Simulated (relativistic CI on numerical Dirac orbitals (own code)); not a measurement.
These numbers are calculated, not measured: Dirac-Coulomb-Breit CI, separate exchange-only KLI orbitals for each configuration, model QED (radiative potential, 1s self-energy scaled to tabulated hydrogen-like ionisation energies), valence Slater integrals scaled by 0.85, P86 correlation estimate, and configurations built on the next ion tied to the tabulated ionisation energy (semi-empirical) (own radial code, finite nucleus).

Configuration list (outside the closed core [Kr] 4d10): 5s2.5p, 5s2.5d, 5s2.6s, 5s2.6p, 5s2.6d, 5s2.7s, 5s2.5f, 5s2.6f, 5s.5p2, 5p3, 5s.5p.5d, 5s2.5g, 5s2.4f, 5s.5p.5f, 5p.5d2, 5s.5p.5g, 5p.4f2, 5p2.5d, 5s.5p.6s, 5s2.7p, 5s.5p.4f, 5s.5d2, 5p2.4f, 5s.5p.6p. Levels of other configurations are missing.

Configurations that consist of the next ion and one excited electron were tied to the tabulated ionisation energy; Rydberg ones are usually within 1,000 to 3,000 cm⁻¹ and the lowest ones within about 6,000 (9,000 in d shells), while levels on excited terms of the next ion carry the error of that term, and the other configurations can be misplaced by 10,000 cm⁻¹ or more. Rates follow the energies as ν³ (E1, M1) or ν⁵ (E2), so rates, branching and lifetimes can be off by large factors. Levels and lines within the n = 5 or 6 shells can be off by up to 10 % or somewhat more, and those that change n by about 2 %, since core polarisation is missing.

Outline of the computed level scheme of I V. Lowest level of each configuration: 5s2.5p 2P°_1/2 at 0.0000 eV; 5s.5p2 4P_1/2 at 9.5995 eV; 5s2.5d 2D_3/2 at 18.9847 eV; 5s2.6s 2S_1/2 at 22.1334 eV; 5s2.4f 2F°_7/2 at 23.3732 eV; 5p3 2D°_3/2 at 25.2598 eV; 5s2.6p 2P°_1/2 at 26.4494 eV; 5s.5p.5d 4F°_3/2 at 27.3123 eV; 5s.5p.6s 4P°_1/2 at 32.1918 eV.

Some strong electric-dipole decays among the lowest 41 levels: 5s2.5d 2D_5/2 → 5s2.5p 2P°_3/2 (1.3e+10 s⁻¹); 5s2.5d 2D_3/2 → 5s2.5p 2P°_1/2 (1.1e+10 s⁻¹); 5s2.6s 2S_1/2 → 5s2.5p 2P°_3/2 (7.0e+09 s⁻¹); 5s2.5d 2D_3/2 → 5s2.5p 2P°_3/2 (4.2e+09 s⁻¹); 5s2.6s 2S_1/2 → 5s2.5p 2P°_1/2 (3.1e+09 s⁻¹).

LS names give the leading component of a level, which can be under half, so a name can repeat, a term be missing and a line seem to break the LS rules.
